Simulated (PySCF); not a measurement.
**Sc⁺: ionisation energy**

Sc⁺ [Ar] 3d1 4s1 (3D) → Sc²⁺ [Ar] 3d1 (2D), as a difference of total energies. Computed with PySCF 2.14 in x2c-TZVPall (6s5p4d1f, 48 functions), with scalar relativity by spin-free X2C-1e. Correlated levels: valence: [Ar] frozen. The calculations carry no spin-orbit coupling.

| method | ionisation energy (eV) | difference from reference (eV) |
| --- | --- | --- |
| UHF | 12.228 | -0.572 |
| TPSS | 12.814 | +0.014 |
| MP2 (valence) | 12.301 | -0.499 |
| SCS-MP2 (valence) | 12.252 | -0.548 |

Reference: 12.800 eV (measured; NIST Atomic Spectra Database, ionization energies).

The reference lies between the lowest fine-structure levels, while these numbers refer to the centres of the terms.

Errors of the correlated levels include the incompleteness of this basis and the frozen core.
